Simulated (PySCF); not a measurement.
**MgSn at ROHF-SCS-MP2**

Computed with ROHF-SCS-MP2; Mg def2-SVP, Sn def2-SVP with ECP28; scalar-relativistic core potentials (PySCF 2.14).

- state: ³Σ⁻ (triplet), unpaired electrons π ↑↑
- bond length: 2.829 Å
- harmonic wavenumber: 197 cm⁻¹
- force constant: 0.456 mdyn/Å
- rotational constant Be: 0.1054 cm⁻¹
- anharmonicity ωexe: 2.26 cm⁻¹
- vibration–rotation constant αe: 0.00114 cm⁻¹
- well depth De to Mg + Sn: 0.54 eV
- dissociation energy D0: 0.53 eV

Correlated steps freeze 5 core orbitals. Correlated levels converge slowly with the basis: in double zeta they bind strong bonds too weakly, by up to about 1 eV, and carry superposition errors of some tenths. These are scalar-relativistic numbers at best; spin–orbit coupling would shift them, the dissociation energy most. The state was picked by a PBE0 search and need not be the measured ground state.
